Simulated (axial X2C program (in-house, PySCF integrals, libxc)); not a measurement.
**NaSb: from the spin-free to the two-component result**

Computed with an in-house relativistic program for diatomic molecules. Spin-free means the one-electron spin-free X2C Hamiltonian; two-component (2c) means X2C with spin–orbit coupling and atomic mean-field two-electron Coulomb and Gaunt terms, so the difference of the two also holds small scalar two-electron terms. Basis: Sb dyall-cv3z [11s12p8d4f1g], Na dyall-cv3z [9s8p5d2f] (cores contracted in-house); Gaussian nuclei, density fitting, unrestricted open shells. Masses: Sb 120.904 u, Na 22.990 u.

Spin-free state: M_S = 1, Λ = 0 (beyond evenly filled blocks: π+α, π-α); fragments Sb + Na.

```json
{"level": "PBE0", "Re (Å)": "2.917", "ωe (cm⁻¹)": "207.7", "De (eV)": "1.238", "μ (D)": "6.85"}
{"level": "HF", "Re (Å)": "2.978", "ωe (cm⁻¹)": "192.9", "De (eV)": "0.308", "μ (D)": "7.87"}
{"level": "CCSD", "Re (Å)": "2.959", "ωe (cm⁻¹)": "208.2", "De (eV)": "1.061", "μ (D)": "n/a"}
{"level": "CCSD(T)", "Re (Å)": "2.960", "ωe (cm⁻¹)": "208.8", "De (eV)": "1.107", "μ (D)": "n/a"}
{"level": "TPSSh", "Re (Å)": "2.939", "ωe (cm⁻¹)": "202.7", "De (eV)": "1.334", "μ (D)": "6.94"}
```

Correlated methods: 6 electrons correlated (number of frozen shells: Sb 4 s, 3 p, 2 d; Na 2 s, 1 p), 280 virtual spin orbitals or spinors in MP2, 70 natural virtuals in coupled cluster.

Dipoles are positive if Na is the positive end.

Two-component determinant lowest at the distance of the search:

Ω = 1 (⟨Sz⟩ = 0.95, ⟨Lz⟩ = 0.05 at HF); fragments Sb + Na.

```csv
level,Re (Å),ωe (cm⁻¹),De (eV),μ (D)
PBE0,2.917,206.3,1.212,6.85
HF,2.974,193.8,0.312,7.94
CCSD,2.956,207.0,1.048,n/a
CCSD(T),2.957,207.6,1.093,n/a
TPSSh,2.938,201.6,1.308,6.93
```

Task: From the two tables, how do the constants change at the CCSD(T) level (2c against spin-free)?

Result: At the CCSD(T) level Re goes down by 0.003 Å and ωe goes down by 1.2 cm⁻¹; De changes by -0.014 eV.

Occupations by symmetry block were frozen at the best pattern of an incomplete PBE0 search. Dissociation energies refer to the lowest single-determinant-based atoms at the same level and basis. Density functionals use the spin component along the axis (collinear). Coupled cluster ran in a truncated set of natural virtual spinors; the MP2 energy of the rest was added. (T) has no such correction and the atoms are truncated less, which lowers De at CCSD(T) by a hundredth of an eV or more. PBE0 can misorder states that lie within some tenths of an eV, so this need not be the ground state of the molecule. The nearest other spin-free determinant of the search, M_S = 0, Λ = 2, lies 0.79 eV up at the distance of the search. With several unpaired electrons one determinant need not be a pure state. Open-shell Ω = 0 determinants with evenly filled partner blocks cannot be reached by this program, so the Ω shown need not be the lowest component. This is the Ω = 1 component of a π² triplet; the 0⁺ component is not one determinant and can lie lowest. The determinant is spin-polarised beyond a pure state at some levels (its spin-free form has ⟨S²⟩ too high), which makes Re and μ there less reliable. The stretched end of a curve changes character and is left out. With the outer-core shells frozen, correlated bond lengths of heavy atoms tend to come out a few hundredths of an ångström too long.
